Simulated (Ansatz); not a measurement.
One change: `O=CC(O)F` becomes `O=CC(F)[SiH2]Cl`.

Ansatz, PBE0-D4/def2-TZVP geometries, multiplicity 1. Each molecule was computed in one conformer, which needn't be the lowest.

```
                                                                                  property  `O=CC(O)F`
                                            zero-point energy (PBE0-D4/def2-TZVP) / kJ/mol       142.7
                                                      HOMO–LUMO gap (PBE0/def2-TZVPP) / eV        6.64
ideal-gas entropy at 298 K and 1 bar (rigid rotor, harmonic PBE0-D4/def2-TZVP) / J/(mol·K)         300
                                          size of the dipole moment (B3LYP/def2-TZVPP) / D        1.77
                                            size of the dipole moment (PBE/def2-TZVPP) / D        1.60
                                                   HOMO–LUMO gap (ωB97M-V/def2-TZVPP) / eV       11.42
```

(1) Give the same properties after the change, and the shifts. (An estimate is asked.)

Results:

(1) Ansatz gave: 
```csv
property,`O=CC(F)[SiH2]Cl`,shift
zero-point energy (PBE0-D4/def2-TZVP) / kJ/mol,150.9,8.2
HOMO–LUMO gap (PBE0/def2-TZVPP) / eV,6.48,-0.16
"ideal-gas entropy at 298 K and 1 bar (rigid rotor, harmonic PBE0-D4/def2-TZVP) / J/(mol·K)",370,70
size of the dipole moment (B3LYP/def2-TZVPP) / D,0.32,-1.45
size of the dipole moment (PBE/def2-TZVPP) / D,0.34,-1.26
HOMO–LUMO gap (ωB97M-V/def2-TZVPP) / eV,11.10,-0.32
```

With PBE0 the HOMO rises by 0.46 eV and the LUMO rises by 0.29 eV, so the gap narrows by about 0.17 eV. PBE moves the HOMO by 0.43 eV and ωB97M-V by 0.50 eV. The zero-point energy changes by 8.2 kJ/mol with +6 modes. Dipoles are sizes alone; their direction can turn. Modes under 60 cm⁻¹, often nearly free rotors, make the harmonic entropy too high.

B3LYP here is the variant with VWN-RPA as its local correlation; programs differ in this.
